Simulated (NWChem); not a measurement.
Species: CrHO3Cl; SMILES [O]=[Cr](=[O])([OH])[Cl]

```xyz
6

Cr     0.0770    -0.3438    -0.0062
O      0.9746    -0.7910    -1.1845
O      0.7058    -0.7834     1.3394
Cl    -0.0825     1.7994    -0.0116
O     -1.4930    -1.0570    -0.1918
H     -1.9446    -1.2886     0.6408
```
Atoms are numbered in this order, from 1.

Results from NWChem. Structure relaxed at the B3LYP/6-31G* (spherical d) level. Level B3LYP/def2-SVP: energy and gradient on several grids; changes count from the extra-fine grid, which is no exact limit either.

| grid | size of the energy change (μHa) | largest change of a gradient component (μHa/bohr) |
|---|---|---|
| xcoarse | 2000 | 8000 |
| coarse | 100 | 500 |
| medium | < 10 | 50 |
| fine | < 10 | < 30 |
| xfine | < 10 | < 30 |
